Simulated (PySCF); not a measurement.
Species: (H2Al-mu-SeH)2.
Bonds: Al1–Se4, Al1–Se8, Se4–Al5, Al5–Se8. Hydrogens: H2, H3 on Al1; H9 on Se4; H6, H7 on Al5; H10 on Se8.

Computed, not measured: TDDFT PBE0/def2-SVPD, vertical, gas phase, core orbitals frozen in the response (PySCF 2.14.0, density-fitted response routines). One conformer (not necessarily the lowest) at the PBE0-D3(BJ)/def2-SVP geometry, without solvent, vibrations or thermal averaging. Relativistic effects, spin–orbit coupling among them, are left out although an element past zinc is present.

Problem. List the vertical singlet excitations with oscillator strengths and describe the spectrum.

Solution. 

```csv
state,E (eV),λ (nm),f,symmetry,"main configurations (H = HOMO, L = LUMO)"
S1,5.89,210.6,0.0001,–,H→L (97%)
S2,5.98,207.4,0.0044,B1 or B2,H-1→L (98%)
S3,6.06,204.7,0.0000,–,H→L+1 (98%)
S4,6.39,194.1,0.0001,–,H-1→L+1 (96%)
S5,6.51,190.5,0.0000,–,"H→L+3 (58%), H-1→L+2 (20%), H-4→L (18%)"
S6,6.52,190.0,0.0096,A1,"H-2→L (86%), H→L+2 (8%)"
S7,6.59,188.3,0.014,B1 or B2,H-3→L (92%)
S8,6.61,187.5,0.0010,–,"H→L+2 (52%), H-1→L+3 (31%), H-2→L (9%)"
S9,6.67,185.8,0.0007,–,H-2→L+1 (95%)
S10,6.76,183.4,0.0003,–,"H-1→L+3 (48%), H→L+2 (36%), H-5→L (11%)"
S11,6.77,183.3,0.0001,–,"H-1→L+2 (45%), H-3→L+1 (44%)"
S12,6.81,182.0,0.0000,–,"H-3→L+1 (48%), H-1→L+2 (30%), H→L+3 (18%)"
S13,6.96,178.1,0.114,B1 or B2,H→L+4 (86%)
S14,7.08,175.1,0.0007,–,H-2→L+2 (92%)
S15,7.10,174.6,0.0001,–,"H-4→L (80%), H→L+3 (17%)"
```

Triplets (Tamm–Dancoff): T1 5.53 eV, H→L (91%); T2 5.65 eV, H-1→L (90%); T3 5.84 eV, H→L+1 (89%); T4 6.03 eV, H→L+2 (46%), H-1→L+3 (21%), H-2→L (20%).

The lowest singlet comes at 211 nm (568 kJ/mol) in the ultraviolet; it is dark (f under 0.0005); its leading configuration is HOMO→LUMO (97%). The strongest level in the table is S13 at 6.96 eV (178 nm, f = 0.114). S10/S11 lie within about 0.01 eV of each other. Löwdin shares by element: HOMO selenium 49%, aluminium 24% (atoms not listed hold the other 26%); LUMO selenium 42%, hydrogen 12% or more, aluminium 12% or more (atoms not listed hold the other 34%). Orbital energies (eV): HOMO-3 -8.61, HOMO-2 -8.52, HOMO-1 -8.19, HOMO -7.97, LUMO -0.96, LUMO+1 -0.70, LUMO+2 -0.32. Weighted by f, the mean energy of these states is 6.86 eV. The oscillator strengths of these states sum to 0.146; summed over the whole spectrum of an exact calculation they would give the number of electrons, 100 (Thomas–Reiche–Kuhn). Symmetry labels in C2v follow from the direction of the transition dipole and are given only for states with f of 0.002 or more; B1 and B2 swap with the choice of axes. Only the lowest 15 singlets were computed, as vertical energies without vibronic structure.
